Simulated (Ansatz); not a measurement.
```yaml
crystal:
  periodic: [false, false, false]
  atoms:
    - {symbol: Mg, position_ang: [-2.967987, -0.455885, -1.536498]}
    - {symbol: S, position_ang: [-1.873656, -1.939081, 0.718630]}
    - {symbol: Mg, position_ang: [1.844553, -0.806124, -1.334062]}
    - {symbol: S, position_ang: [-0.518969, -0.351115, -2.390416]}
    - {symbol: S, position_ang: [2.751235, 0.885034, 2.262435]}
    - {symbol: Mg, position_ang: [0.435042, -0.726480, 1.795066]}
    - {symbol: Mg, position_ang: [0.461782, 1.960296, -1.873556]}
    - {symbol: S, position_ang: [-0.465838, 1.656347, 0.737445]}
    - {symbol: H, position_ang: [-4.132051, -1.192933, -2.558515]}
    - {symbol: H, position_ang: [-2.689595, 0.545359, -0.100026]}
    - {symbol: H, position_ang: [-1.688250, -3.226524, 1.122309]}
    - {symbol: H, position_ang: [-2.805335, -1.686552, 1.663159]}
    - {symbol: H, position_ang: [1.222153, -1.359805, 0.315724]}
    - {symbol: H, position_ang: [3.114455, -1.599013, -2.180949]}
    - {symbol: H, position_ang: [-0.443681, -0.536380, -3.726017]}
    - {symbol: H, position_ang: [3.644464, 0.456700, 1.341347]}
    - {symbol: H, position_ang: [3.219910, 0.070608, 3.234636]}
    - {symbol: H, position_ang: [0.140232, -0.965843, 3.472593]}
    - {symbol: H, position_ang: [0.157794, 3.495968, -2.553001]}
    - {symbol: H, position_ang: [1.866569, 1.095402, -1.030251]}
    - {symbol: H, position_ang: [-1.622884, 2.155994, 1.218713]}
    - {symbol: H, position_ang: [0.350056, 2.524035, 1.401225]}
basis:
  gaussian: {orbitals: def2-TZVP, initial_orbitals: start.molden}
hamiltonian: {xc: {name: wB97X-V}}
scf: {omitted_lower_state_checks: [starts]}
output: {orbitals: {seedname: orbitals}}
```

The file start.molden holds the orbitals of an earlier run on this structure, at another level or in another basis.

```sh
$ ansatz run in.yaml --threads 4 --pin off --events-out ev --progress --plain --max-ram 4787MiB
```

(1) Does this run fit into the memory that it is given?

Results:

(1) No. It has 360 basis functions, and Ansatz plans for 5.09 GiB where 4.67 GiB are given.
